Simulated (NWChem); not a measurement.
System: C2H5NOSi; SMILES C1N=C[SiH2]O1

Excerpt of the output:

```
             Northwest Computational Chemistry Package (NWChem) 7.3.0
             --------------------------------------------------------

 CS  symmetry detected

                             Geometry "geometry" -> ""
                             -------------------------

 Output coordinates in angstroms (scale by  1.889725989 to convert to a.u.)

  No.       Tag          Charge          X              Y              Z
 ---- ---------------- ---------- -------------- -------------- --------------
    1 C                    6.0000     1.29797127    -0.28782290     0.00000000
    2 N                    7.0000     0.62934853    -1.37452123     0.00000000
    3 C                    6.0000    -0.79720976    -1.19021921     0.00000000
    4 O                    8.0000    -1.18960321     0.16176631     0.00000000
    5 Si                  14.0000     0.12650095     1.20092991     0.00000000
    6 H                    1.0000     2.39539253    -0.34855719     0.00000000
    7 H                    1.0000    -1.20746110    -1.70134882     0.89028200
    8 H                    1.0000    -1.20746110    -1.70134882    -0.89028200
    9 H                    1.0000     0.17766669     2.06700346    -1.21369400
   10 H                    1.0000     0.17766669     2.06700346     1.21369400

 Effective nuclear repulsion energy (a.u.)     227.9073552012

      Symmetry information
      --------------------

 Group name             Cs
 Group number              2
 Group order               2
 No. of unique centers     8

  xc_inp: hfexch multiplicative factor not found.

                                 NWChem DFT Module
                                 -----------------

 Summary of "ao basis" -> "ao basis" (spherical)
 ------------------------------------------------------------------------------
       Tag                 Description            Shells   Functions and Types
 ---------------- ------------------------------  ------  ---------------------
 C                          def2-svp                 6       14   3s2p1d
 N                          def2-svp                 6       14   3s2p1d
 O                          def2-svp                 6       14   3s2p1d
 Si                         def2-svp                 8       18   4s3p1d
 H                          def2-svp                 3        5   2s1p

      Symmetry analysis of basis
      --------------------------

        a'         67
        a"         32

[...]

                                NWChem TDDFT Module
                                -------------------

            General Information
            -------------------
           No. of orbitals :     198
            Alpha orbitals :      99
             Beta orbitals :      99
        Alpha frozen cores :       0
         Beta frozen cores :       0
     Alpha frozen virtuals :       0
      Beta frozen virtuals :       0
         Spin multiplicity :       1
    Number of AO functions :      99
        Use of symmetry is : off
      Symmetry adaption is : on
         Schwarz screening :  0.10D-07

              XC Information
              --------------
              Hartree-Fock (Exact) Exchange   1.00

             TDDFT Information
             -----------------
          Calculation type : CIS
         Wavefunction type : Restricted singlets
          No. of electrons :      46
           Alpha electrons :      23
            Beta electrons :      23
              No. of roots :       8
          Max subspacesize :    5600
            Max iterations :     100
               Target root :       1
           Target symmetry : none
      Symmetry restriction : off
                 Algorithm : Optimal
        Davidson threshold :  0.10D-03

    8 smallest eigenvalue differences (eV)
--------------------------------------------------------
  No. Spin  Occ  Vir  Irrep   E(Occ)    E(Vir)   E(Diff)
--------------------------------------------------------
    1    1   23   24 a"       -0.410     0.121    14.434
    2    1   22   24 a'       -0.414     0.121    14.554
    3    1   23   25 a'       -0.410     0.143    15.029
    4    1   22   25 a"       -0.414     0.143    15.149
    5    1   23   26 a'       -0.410     0.178    15.988
    6    1   22   26 a"       -0.414     0.178    16.109
    7    1   21   24 a'       -0.474     0.121    16.181
    8    1   21   25 a"       -0.474     0.143    16.775
--------------------------------------------------------

  Entering Davidson iterations
  Restricted singlet excited states

  Iter   NTrls   NConv    DeltaV     DeltaE      Time
  ----  ------  ------  ---------  ---------  ---------
    1      8       0     0.17E+00   0.10+100        3.2
    2     16       0     0.44E-01   0.32E-01        3.3
    3     24       0     0.24E-01   0.43E-02        3.2
    4     32       0     0.93E-01   0.44E-02        3.2
    5     40       0     0.47E-01   0.13E-01        3.3
    6     48       0     0.57E-01   0.11E-01        3.2
    7     56       1     0.33E-01   0.51E-02        3.2
    8     63       2     0.10E-01   0.56E-03        3.2
    9     69       3     0.43E-02   0.49E-04        3.2
   10     74       5     0.17E-02   0.94E-05        3.2
   11     77       5     0.56E-03   0.13E-05        3.0
   12     80       7     0.22E-03   0.12E-06        3.0
   13     81       8     0.83E-04   0.13E-07        2.9
  ----  ------  ------  ---------  ---------  ---------
  Convergence criterion met

  Ground state a'       -496.644336168560 a.u.

  ----------------------------------------------------------------------------
  Root   1 singlet a"             0.191256287 a.u.                5.2044 eV
  ----------------------------------------------------------------------------
     Transition Moments    X  0.00000   Y -0.00000   Z  0.02020
     Dipole Oscillator Strength                    0.0000520379
     Electric Quadrupole                           0.0000000702
     Magnetic Dipole                               0.0000023283
     Total Oscillator Strength                     0.0000544365

[...]
```

Level: Hartree-Fock/def2-SVP, CIS. The geometry was optimised at PBE0/def2-SVP.

Question: Write an input that gives this output.

Answer: One answer among several that fit: the input that was run:
```
start job
memory heap 200 mb stack 900 mb global 1100 mb
geometry units angstroms noautoz
  C      1.282545    -0.335553     0.000000
  N      0.584892    -1.403846     0.000000
  C     -0.836184    -1.181183     0.000000
  O     -1.192016     0.180882     0.000000
  Si     0.151603     1.184216     0.000000
  H      2.377932    -0.425827     0.000000
  H     -1.260055    -1.681076     0.890282
  H     -1.260055    -1.681076    -0.890282
  H      0.226080     2.048597    -1.213694
  H      0.226080     2.048597     1.213694
end
basis spherical
  * library def2-svp
end
dft
  xc hfexch
  iterations 150
end
tddft
  cis
  nroots 8
  notriplet
end
task tddft energy
```
